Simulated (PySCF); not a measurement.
## What PySCF settings do for Cl2Hg

Base input, run as `OMP_NUM_THREADS=1 python input.py` with PySCF 2.14:

```python
from pyscf import gto, scf, mp

mol = gto.M(
    atom='Hg 0 0 0; Cl 2.2576 0 0; Cl -2.2576 0 0',
    basis='def2-svp',
    ecp={'Hg': 'def2-svp'},
    charge=0,
    spin=0,
    symmetry=True,
    verbose=4,
)
mf = scf.RHF(mol)
mf.kernel()
mp.MP2(mf, frozen=10).kernel()
mf.dip_moment()
print('orbital energies (hartree):', mf.mo_energy[..., max(0, mol.nelec[1]-3):mol.nelec[0]+3].round(4))
```

Base result: E(SCF) = -1071.289288 Eh, 10 cycles, E(MP2) − E(SCF) = -0.62331 Eh, μ(SCF) = 0.00 D. 

Hardware: Arm Neoverse N1, 1 thread, shared host. Wall time 2.4 s, peak memory 0.15 GiB.

Each row names what differs from the base; energies in brackets are changes from the base.

| change | result | wall time (s) |
| --- | --- | --- |
| step after the SCF: mp2 → polarizability | E(SCF) = -1071.289288 Eh (+0.0000 eV), 10 cycles, μ(SCF) = 0.00 D, α(xx, yy, zz) = 66.7, 27.0, 27.0 bohr³ | 2.5 |
| basis set: def2-svp → crenbl; frozen orbitals: 10 → 0 [with its own core potential] | E(SCF) = -182.188876 Eh, 10 cycles, E(MP2) − E(SCF) = -0.28878 Eh, μ(SCF) = 0.00 D | 2.3 |
| functional: none (Hartree–Fock) → pbe; SCF type: RHF → RKS; step after the SCF: mp2 → analyze | E(SCF) = -1073.309227 Eh, 10 cycles, μ(SCF) = 0.00 D | 6.5 |
| convergence threshold: default → 1e-13 | E(SCF) = -1071.289288 Eh (+0.0000 eV), 16 cycles, E(MP2) − E(SCF) = -0.62331 Eh, μ(SCF) = 0.00 D | 2.5 |
| functional: none (Hartree–Fock) → m06l; SCF type: RHF → RKS; step after the SCF: mp2 → analyze | E(SCF) = -1073.757865 Eh, 9 cycles, μ(SCF) = 0.00 D | 9.5 |
| spin (2S): 0 → 2; SCF type: RHF → UHF [a high spin state] | E(SCF) = -1071.019856 Eh (+7.3316 eV), 12 cycles, E(MP2) − E(SCF) = -0.63010 Eh, ⟨S²⟩ = 2.015, μ(SCF) = 0.00 D | 2.9 |
| step after the SCF: mp2 → optimize | E(SCF) = -1071.289288 Eh (+0.0000 eV), 10 cycles | 17 |
| geometry: coordinates × 1 → coordinates × 1.03 | E(SCF) = -1071.290480 Eh (-0.0324 eV), 10 cycles, E(MP2) − E(SCF) = -0.61986 Eh, μ(SCF) = 0.00 D | 2.3 |
| electric field along z (a.u.): none → -0.01; point-group symmetry: on → off | E(SCF) = -1071.290640 Eh (-0.0368 eV), 10 cycles, E(MP2) − E(SCF) = -0.62339 Eh, μ(SCF) = 0.69 D | 2.2 |

Question: Order these changes by how far they move the SCF energy from the base, largest first: (1) convergence threshold: default → 1e-13; (2) electric field along z (a.u.): none → -0.01; point-group symmetry: on → off; (3) geometry: coordinates × 1 → coordinates × 1.03.

Answer: (2) -0.0368 eV, (3) -0.0324 eV, (1) +0.0000 eV.
